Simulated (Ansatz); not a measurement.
`BN[SiH2]Cl` + `C[SeH]` → `C[Se][SiH2]Cl` + `BN` at 500 K and 1 bar (ligand exchange at the Si–N bond).

Gas-phase electronic energies from Ansatz, PBE0-D4/def2-TZVP geometries. CCSD(T)/CBS adds triple-zeta CCSD(T) − MP2 to the extrapolated MP2 energy (def2 sets, frozen cores). This one scheme is used for every species. For Se outer-core shells are correlated without core-valence functions, which leaves a few kJ/mol of doubt a bond. Scalar relativity is left out up to krypton. One conformer a species, not always the lowest.

```csv
species,CCSD(T)/CBS energy (Eh),H − E (kJ/mol),S (J/(mol·K))
`BN[SiH2]Cl`,-831.46864,191.6,379.3
`C[SeH]`,-2441.15625,142.1,299.3
`C[Se][SiH2]Cl`,-3190.69652,193.5,417.5
`BN`,-81.93499,148.8,257.4
```

H − E and S are ideal-gas, rigid-rotor, harmonic terms from PBE0-D4/def2-TZVP, for one conformer and one mirror image of each species. 1 Eh = 2625.50 kJ/mol, R = 8.31446 J/(mol·K).

Question: By hand: ΔE, ΔH, ΔS and ΔG.

Answer: ΔE = (-3190.69652) + (-81.93499) − (-831.46864) − (-2441.15625) = -0.00662 Eh = -17.4 kJ/mol. Δ(H − E) = 193.5 + 148.8 − 191.6 − 142.1 = 8.6, so ΔH = -8.8 kJ/mol. ΔS = 417.5 + 257.4 − 379.3 − 299.3 = -3.7 J/(mol·K). ΔG = -8.8 − 500 × (-3.7)/1000 = -7.0 kJ/mol.

Question: By hand: the equilibrium constant, and the temperature at which ΔG would vanish if ΔH and ΔS stayed fixed.

Answer: log₁₀ K = −ΔG/(RT ln 10) = 0.7. ΔG = 0 at ΔH/ΔS = 2378 K, though so small a ΔH makes that figure unsure.

The number of gas molecules stays the same, so ΔS is small and ΔH decides. A doubt of 5 kJ/mol in ΔE shifts log₁₀ K by 0.5 here. Other conformers and mirror images would add mixing entropy, several J/(mol·K) or more a flexible species. Modes under 60 cm⁻¹, often nearly free rotors, make the harmonic entropy too high. These are equilibria of isolated gas molecules and say nothing of rates. Largest T1 diagnostic: 0.012 (customary marks: 0.02 for closed shells, 0.045 for open ones).
